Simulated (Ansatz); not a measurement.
Geometry optimisation, Ansatz, UKS PBE-D4/def2-TZVP.

Input file:

```yaml
crystal:
  periodic: [false, false, false]
  atoms:
    - { symbol: C, position_ang: [-0.6266, -0.5919, -0.4101] }
    - { symbol: Sn, position_ang: [0.6081, 0.4586, 0.9636] }
    - { symbol: H, position_ang: [-0.5913, -1.6423, -0.3176] }
    - { symbol: H, position_ang: [-1.6546, -0.2523, -0.2257] }
    - { symbol: H, position_ang: [-0.4012, -0.2626, -1.4748] }
    - { symbol: H, position_ang: [0.4268, 2.2075, 0.7712] }
    - { symbol: H, position_ang: [2.3001, 0.015, 0.6476] }
magnetization:
  spin_polarized: true
  initial_magnetization: 1
basis:
  gaussian: { orbitals: def2-TZVP }
hamiltonian:
  xc: pbe
  dispersion: d4
relax:
  f_tol: 0.015
  max_steps: 40
output:
  orbitals: {}
```

Launched with:

```bash
$ ansatz run input.yaml --threads 2 --pin off --max-ram 3072MiB --backend cpu --events-out ev --progress --plain --runs-dir out
```

Question: Where does it end, and by what steps?

Answer: The forces met the threshold. After 4 steps the energy has fallen by 0.104 eV; H4 moved furthest, 0.07 Å.

```csv
step,energy less start (eV),largest force component (eV/Å),accepted
0,0.0000,1.804,yes
1,-0.0742,0.491,yes
2,-0.1006,0.187,yes
3,-0.1040,0.028,yes
4,-0.1041,0.003,yes
```

```xyz
7
Properties=species:S:1:pos:R:3
C -0.672 -0.564 -0.429
Sn 0.631 0.465 0.983
H -0.555 -1.648 -0.322
H -1.715 -0.284 -0.243
H -0.384 -0.260 -1.444
H 0.471 2.184 0.760
H 2.286 0.039 0.650
```

Whether the end is a true minimum wasn't checked by a vibrational analysis.

The run took 10 s on 2 threads of Intel(R) Xeon(R) Platinum 8488C (Sapphire Rapids), with other jobs on the host, peak memory 0.22 GiB.
